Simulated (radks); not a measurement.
Q: These are the eigenvalues of the occupied orbitals of an atom or ion with whole-number occupations (eV). Method: Dirac Kohn-Sham, PBE, spin-unpolarised, spherical densities, finite nucleus; Fermi nuclear charge, rms radius of each element as measured or else 0.836 A^(1/3) + 0.57 fm; computed with a radial shooting solver on a logarithmic mesh with Libxc functionals.

orbital  eigenvalue
1s1/2     -9544.117
2s1/2     -1178.421
2p1/2     -1040.244
2p3/2     -1016.366
3s1/2     -150.0724
3p1/2     -106.3393
3p3/2     -103.2850
3d3/2      -31.0718
3d5/2      -30.7087

Which element is it, and in what charge state? The configuration may be excited. Open shells, if any, are shared by 2j + 1.

A: Z = 30, zinc, charge +2: Zn2+ in [Ar] 3d10. The list shows which subshells hold electrons but not how many an open one holds; the 1s level, -350.74 hartree, gives Z - s = 26.5 by -(Z - s)^2/2, which with screening and relativity narrows Z to a few neighbours, and the depths of the outer levels then fix element, charge and occupations together.
